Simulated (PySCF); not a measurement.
From one molecule to another.

First species: C7H11P.
SMILES: `C=C/C=P/C1CCC1`

Second species: C₆H₁₀ClFO.
Atom-mapped SMILES: `[CH3:1][O:2][C@@H:3]1[C@H:4]([Cl:5])[CH2:6][CH2:7][C@@H:8]1[F:9]` (hydrogens: H10, H11, H12 on C1; H13 on C3; H14 on C4; H15, H16 on C6; H17, H18 on C7; H19 on C8)

Levels: PBE0/pcSseg-1 for HOMO energy, LUMO energy and HOMO–LUMO gap. Geometries: GFN2-xTB. Each structure is a single optimised conformer of the isolated species, non-relativistic unless stated; the electronic structure was computed with PySCF and density fitting.

Dipoles, sizes and rotational constants follow the conformer. The torsions of the flexible species, by atom-mapped SMILES:
- `[CH2:1]=[CH:2]/[CH:3]=[P:4]/[CH:5]1[CH2:6][CH2:7][CH2:8]1`: C1–C2–C3–P4 179°, C3–P4–C5–C6 53°

The conformers of `CO[C@@H]1[C@H](Cl)CC[C@@H]1F` aren't listed.

Values for the first species:

| Property | Result |
| --- | --- |
| HOMO energy | -6.41 eV |
| LUMO energy | -1.97 eV |
| HOMO–LUMO gap | 4.44 eV |

Task: Estimate the same properties for the second species, and the change in each.

Result: 
```csv
property,first,second,second less first
HOMO energy,-6.41 eV,-7.47 eV,-1.06 eV
LUMO energy,-1.97 eV,0.83 eV,+2.80 eV
HOMO–LUMO gap,4.44 eV,8.30 eV,+3.86 eV
```

